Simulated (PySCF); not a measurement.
## SrBi⁻: from constants to spectrum

PBE0 constants of SrBi⁻, ³Π (triplet), unpaired electrons σ ↑, π ↑ (PySCF, scalar-relativistic core potentials, basis sets Sr def2-SVPD with ECP28, Bi def2-SVPD with ECP60; masses 87.9056 and 208.9804 u):

```
ωe              : 128.0 cm⁻¹
ωexe            : 0.384 cm⁻¹
Be              : 0.027107 cm⁻¹
αe              : 9.26e-05 cm⁻¹
D (centrifugal) : 4.86e-09 cm⁻¹
```

(1) Give the vibrational terms G(v) and spacings up to v = 6.

Spin–orbit coupling is left out, which matters for elements this heavy, above all for dissociation energies. The state was picked by a PBE0 search and need not be the measured ground state.

Answers

(1) G(v) = ωe(v+½) − ωexe(v+½)².

```json
{"v": "0", "G(v) (cm⁻¹)": "63.9", "G(v) − G(v−1)": "", "Bv (cm⁻¹)": "0.02706"}
{"v": "1", "G(v) (cm⁻¹)": "191.1", "G(v) − G(v−1)": "127.2", "Bv (cm⁻¹)": "0.02697"}
{"v": "2", "G(v) (cm⁻¹)": "317.6", "G(v) − G(v−1)": "126.5", "Bv (cm⁻¹)": "0.02688"}
{"v": "3", "G(v) (cm⁻¹)": "443.3", "G(v) − G(v−1)": "125.7", "Bv (cm⁻¹)": "0.02678"}
{"v": "4", "G(v) (cm⁻¹)": "568.2", "G(v) − G(v−1)": "124.9", "Bv (cm⁻¹)": "0.02669"}
{"v": "5", "G(v) (cm⁻¹)": "692.4", "G(v) − G(v−1)": "124.2", "Bv (cm⁻¹)": "0.02660"}
{"v": "6", "G(v) (cm⁻¹)": "815.8", "G(v) − G(v−1)": "123.4", "Bv (cm⁻¹)": "0.02651"}
```
